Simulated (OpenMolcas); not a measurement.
Zr2+ (d2) among equal point charges was computed by CASSCF with the d shell active (OpenMolcas, ANO-RCC-VDZP on the metal). Its lowest spin-free states, and all those of the highest spin:

```tsv
2S+1	Degeneracy	E (cm-1)
3	3	0.0
1	3	7825
1	2	7932
3	3	15934
1	1	17333
3	3	23528
1	3	25369
1	3	27528
3	1	34624
1	2	45149
1	1	57278
```

Task: Is the site octahedral, tetrahedral or cube-like, axial, or of lower symmetry?

Result: The states with 2S+1 = 3 have orbital degeneracies 3, 3, 3, 1. Threefold states need a cubic site. For d2 at this spin an octahedron puts the threefold T1 below the threefold T2 and a tetrahedron or cube puts the single A2 below the threefold T2, so the site is octahedral. The run had Zr2+ among 6 point charges of -1.7 e arranged as an octahedron (Oh), 2.27 Å from the ion.

An orbital triplet at a regular site is open to Jahn-Teller coupling, which can distort the site and quench the lowest spin-orbit gaps and is left out. Without dynamic correlation the repulsion within the d shell is too large (B by tens of per cent), so at a given field states of lower spin stand too high. This is an electrostatic model: the charges have no orbitals. No measured value stands beside these numbers.
